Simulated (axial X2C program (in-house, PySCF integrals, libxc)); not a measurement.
# ZrF: cheaper levels and CCSD(T), with spin–orbit coupling

Computed with an in-house all-electron X2C program for linear molecules (integrals from PySCF). Two-component (2c) means X2C with spin–orbit coupling and atomic mean-field two-electron Coulomb and Gaunt terms. Basis: Zr dyall-cv3z [11s12p9d6f3g], F dyall-av3z [7s6p3d2f] (cores contracted in-house); Gaussian nuclei, density fitting, unrestricted open shells. Masses: Zr 89.905 u, F 18.998 u.

State: Ω = 3/2 (⟨Sz⟩ = 1.50, ⟨Lz⟩ = 0.00 at HF); fragments Zr + F.

| level | Re (Å) | ωe (cm⁻¹) |
| --- | --- | --- |
| PBE0 | 1.878 | 658.4 |
| HF | 1.913 | 632.7 |
| MP2 | 1.889 | 647.7 |
| CCSD | 1.897 | 643.9 |
| TPSSh | 1.883 | 655.9 |

Correlated methods: 19 electrons correlated (number of frozen shells: Zr 3 s, 2 p, 1 d; F 1 s), 307 virtual spin orbitals or spinors in MP2, 110 natural virtuals in coupled cluster.

CCSD(T), same Hamiltonian and basis:

Re = 1.895 Å, ωe = 646.2 cm⁻¹; T1 = 0.016 (Lee–Taylor normalisation).

(1) Give the differences from CCSD(T) in the columns below.

One determinant describes the state; a PBE0 search over occupations chose it and may have missed a lower one. De is not given where an atomic determinant may have missed its ground term or J level, or where the truncated virtual space spoils (T). Density functionals use the spin component along the axis (collinear). CCSD and (T) use frozen natural virtuals with an MP2 correction for the truncation; (T) itself is uncorrected, so its De runs slightly low. PBE0 can misorder states that lie within some tenths of an eV, so this need not be the ground state of the molecule. The nearest other 2c determinant of the search, Ω = 3/2, lies 0.26 eV up at the distance of the search. The functionals have no current-density term, which raises determinants with orbital currents, atoms included. With several unpaired electrons one determinant need not be a pure state. This is the top spin component of a Σ state; components of lower Ω are not single determinants and can lie lower.

Results:

(1) 

```csv
level,ΔRe (Å),Δωe (cm⁻¹)
PBE0,-0.017,12
HF,0.018,-14
MP2,-0.006,2
CCSD,0.002,-2
TPSSh,-0.012,10
```
